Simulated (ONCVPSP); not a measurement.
# Logarithmic derivatives: molybdenum (Mo), ONCV

- Element: Mo
- Generator: ONCVPSP 4.0.1
- Type: optimised norm-conserving Vanderbilt (ONCV)
- Functional: PBE
- Relativity: fully relativistic
- Frozen core: [Ar] 3d10
- Valence charge: 14
- Reference configuration: 4s2 4p6 4d5 5s1
- Partial waves: 4s+5s: rc 1.65 bohr, ncon 4, nbas 8, qcut 8.1 1/bohr, 2 projectors; 4p: rc 1.60 bohr, ncon 4, nbas 8, qcut 10.3 1/bohr, 3 projectors, debl 2 Ha; 4d: rc 1.90 bohr, ncon 4, nbas 9, qcut 8.8 1/bohr, 2 projectors, debl 0.8 Ha
- Local potential: polynomial inside 1.15 bohr (lpopt 2, dvloc0 1 Ha)
- Core correction: Teter function, fcfact 2, rcfact 1.65

Open shells are filled in proportion to 2j + 1.

The phase is arctan(r·R′/R) of the radial function R(r), unwrapped; energies in Ha, scanned from -4 to 5 Ha. A pole is an energy at which the radial function vanishes at the test radius. The pseudo phase is shifted by a multiple of π to meet the all-electron one at the reference energy, and phase errors are pseudo minus all-electron; the curves can meet again beyond the range given. Levels narrower than the energy grid can be missing from the lists of poles.

```json
{"channel": "s", "radius (bohr)": "1.68", "reference energy (Ha)": "-0.15", "poles, all-electron": "-1.75", "poles, pseudo": "-1.75", "unbroken range about the reference energy with phases within 0.05 rad": "the whole range", "phase error 1 Ha above the reference energy (rad)": "-0.000"}
{"channel": "p3/2", "radius (bohr)": "1.62", "reference energy (Ha)": "-1.38", "poles, all-electron": "-0.28", "poles, pseudo": "-0.28", "unbroken range about the reference energy with phases within 0.05 rad": "the whole range", "phase error 1 Ha above the reference energy (rad)": "-0.000"}
{"channel": "p1/2", "radius (bohr)": "1.62", "reference energy (Ha)": "-1.48", "poles, all-electron": "-0.46", "poles, pseudo": "-0.46", "unbroken range about the reference energy with phases within 0.05 rad": "the whole range", "phase error 1 Ha above the reference energy (rad)": "-0.000"}
{"channel": "d5/2", "radius (bohr)": "1.93", "reference energy (Ha)": "-0.13", "poles, all-electron": "0.80", "poles, pseudo": "0.80", "unbroken range about the reference energy with phases within 0.05 rad": "the whole range", "phase error 1 Ha above the reference energy (rad)": "+0.000"}
{"channel": "d3/2", "radius (bohr)": "1.93", "reference energy (Ha)": "-0.14", "poles, all-electron": "0.78", "poles, pseudo": "0.78", "unbroken range about the reference energy with phases within 0.05 rad": "the whole range", "phase error 1 Ha above the reference energy (rad)": "-0.000"}
```

Phases in the d5/2 channel:

| E (Ha) | all-electron | pseudo |
| --- | --- | --- |
| -3.98 | 1.335 | 1.335 |
| -3.74 | 1.325 | 1.325 |
| -3.50 | 1.313 | 1.313 |
| -3.26 | 1.300 | 1.300 |
| -3.02 | 1.284 | 1.284 |
| -2.78 | 1.266 | 1.266 |
| -2.54 | 1.244 | 1.244 |
| -2.30 | 1.216 | 1.216 |
| -2.06 | 1.181 | 1.181 |
| -1.82 | 1.135 | 1.136 |
| -1.58 | 1.072 | 1.072 |
| -1.34 | 0.978 | 0.978 |
| -1.10 | 0.825 | 0.825 |
| -0.86 | 0.548 | 0.548 |
| -0.62 | 0.037 | 0.037 |
| -0.38 | -0.609 | -0.609 |
| -0.14 | -1.042 | -1.042 |
| 0.10 | -1.276 | -1.276 |
| 0.34 | -1.413 | -1.413 |
| 0.58 | -1.506 | -1.506 |
| 0.82 | -1.576 | -1.576 |
| 1.06 | -1.635 | -1.635 |
| 1.30 | -1.690 | -1.690 |
| 1.54 | -1.746 | -1.746 |
| 1.78 | -1.809 | -1.809 |
| 2.02 | -1.887 | -1.887 |
| 2.26 | -1.994 | -1.994 |
| 2.50 | -2.157 | -2.156 |
| 2.74 | -2.436 | -2.434 |
| 2.98 | -2.917 | -2.913 |
| 3.22 | -3.513 | -3.508 |
| 3.46 | -3.937 | -3.934 |
| 3.70 | -4.176 | -4.173 |
| 3.94 | -4.316 | -4.314 |
| 4.18 | -4.407 | -4.405 |
| 4.42 | -4.470 | -4.468 |
| 4.66 | -4.516 | -4.515 |
| 4.90 | -4.553 | -4.551 |
